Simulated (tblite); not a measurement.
Isomers of C8H12N2. Method: GFN2-xTB as coded in tblite; computed harmonic values from a numerical Hessian at the method's own geometry, unscaled. The method is semi-empirical: single wavenumbers can be off by several per cent or more. One conformer each.

Electronic energies: GFN2-xTB at the same geometries; isomer energies are rough at this level and their order can be wrong.

```
             SMILES  electronic energy, lowest = 0 (kcal/mol)
   Cc1ccn(C2CCC2)n1                                       0.1
C#C[C@@H](CC#N)CCNC                                      67.6
   Cc1cnn(C2CCC2)c1                                       0.8
     Cc1ccnn1C1CCC1                                       0.0
     Cc1ccnnc1C(C)C                                      10.1
```

Problem. How do GFN2-xTB zero-point energies change the relative energies?

Solution. 
```csv
SMILES,ZPE (kcal/mol),of it from modes above 1550 cm⁻¹,electronic (kcal/mol),"with ZPE, lowest = 0 (kcal/mol)",lowest mode (cm⁻¹),rings
Cc1ccnn1C1CCC1,117.5,54.4,0.0,0.1,8,2
Cc1ccn(C2CCC2)n1,117.2,54.4,0.1,0.0,29,2
Cc1cnn(C2CCC2)c1,117.3,54.4,0.8,0.7,9i,2
Cc1ccnnc1C(C)C,115.8,54.3,10.1,8.5,18,1
C#C[C@@H](CC#N)CCNC,114.3,58.5,67.6,64.6,18,0
```

The zero-point energies span 3.2 kcal/mol, from `C#C[C@@H](CC#N)CCNC` to `Cc1ccnn1C1CCC1`. Slightly imaginary modes are left out of the zero-point energy: `Cc1cnn(C2CCC2)c1` 9.4i cm⁻¹. With it `Cc1ccn(C2CCC2)n1` becomes the lowest.
